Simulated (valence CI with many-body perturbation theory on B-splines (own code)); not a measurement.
From CI to CI+MBPT in Cs21+

Calculated by configuration interaction combined with many-body perturbation theory (CI+MBPT): six valence electrons over a frozen Dirac-Fock core [Ar] 3d10, radial functions for each j: 9 s, 9 p, 8 d, 6 f, 3 g, 1 h, with the one-electron correlation potential Σ1, the two-electron term Σ2, the three-electron term Σ3, Breit, model QED; selected CI, second order for the rest, scaled by the run's own slope (own B-spline code, finite nucleus).

No measured spectrum was set against this ion. As an estimate, levels hold to about 250 cm⁻¹ or 0.2 % of their energy and the worst to 1 %, as in measured heavy ions of charge 2 to 7; those with d or f electrons hold less well. Among the levels kept, up to 970 cm⁻¹ of a level comes from second order outside the variational space, and about a tenth of that is noise between levels of different J, which matters for small intervals.

Each rung adds one term. CI alone is the Dirac-Coulomb CI over the frozen core; QED comes last and gives the full result, which names the levels. Energies are above (4s^2 4p1/2^2 4p3/2^2) J=2 on the same rung, in cm⁻¹.

Levels are named by their leading jj configuration (3d3/2^4 stands for four electrons in 3d with j = 3/2), which in mixed levels can hold well under half, so a name can repeat and another be missing.

```
                         Level  CI alone
    (4s^2 4p1/2^2 4p3/2^2) J=0     41598
      (4s^2 4p1/2 4p3/2^3) J=1    134405
      (4s^2 4p1/2 4p3/2^3) J=2    158891
            (4s^2 4p3/2^4) J=0    313672
      (4s 4p1/2^2 4p3/2^3) J=2    566011
      (4s 4p1/2^2 4p3/2^3) J=1    611511
        (4s 4p1/2 4p3/2^4) J=0    696309
(4s^2 4p1/2^2 4p3/2 4d3/2) J=2    701525
(4s^2 4p1/2^2 4p3/2 4d3/2) J=3    710165
(4s^2 4p1/2^2 4p3/2 4d3/2) J=0    717252
(4s^2 4p1/2^2 4p3/2 4d3/2) J=1    723003
(4s^2 4p1/2^2 4p3/2 4d5/2) J=4    733943
        (4s 4p1/2 4p3/2^4) J=1    752389
(4s^2 4p1/2^2 4p3/2 4d5/2) J=2    755341
(4s^2 4p1/2^2 4p3/2 4d5/2) J=3    788912
(4s^2 4p1/2^2 4p3/2 4d5/2) J=1    810910
```

What do these energies become with core correlation, Breit and QED?

(4s^2 4p1/2^2 4p3/2^2) J=0 40873 (-725); (4s^2 4p1/2 4p3/2^3) J=1 134572 (+167); (4s^2 4p1/2 4p3/2^3) J=2 158417 (-474); (4s^2 4p3/2^4) J=0 312936 (-736); (4s 4p1/2^2 4p3/2^3) J=2 565661 (-350); (4s 4p1/2^2 4p3/2^3) J=1 610207 (-1305); (4s 4p1/2 4p3/2^4) J=0 696154 (-154); (4s^2 4p1/2^2 4p3/2 4d3/2) J=2 699978 (-1548); (4s^2 4p1/2^2 4p3/2 4d3/2) J=3 708474 (-1691); (4s^2 4p1/2^2 4p3/2 4d3/2) J=0 715882 (-1369); (4s^2 4p1/2^2 4p3/2 4d3/2) J=1 720817 (-2186); (4s^2 4p1/2^2 4p3/2 4d5/2) J=4 731791 (-2152); (4s 4p1/2 4p3/2^4) J=1 749968 (-2421); (4s^2 4p1/2^2 4p3/2 4d5/2) J=2 752570 (-2771); (4s^2 4p1/2^2 4p3/2 4d5/2) J=3 785563 (-3349); (4s^2 4p1/2^2 4p3/2 4d5/2) J=1 808183 (-2727).

How does the ionisation energy move along the ladder, and which term matters most?

CI alone 666.55, + Σ1 667.78, + Σ2 667.93, + Σ3 667.61, + Breit 667.28, + QED 667.27 eV. The largest step is Σ1, 1.23 eV. NIST lists 666 ± 4 eV (theoretical).
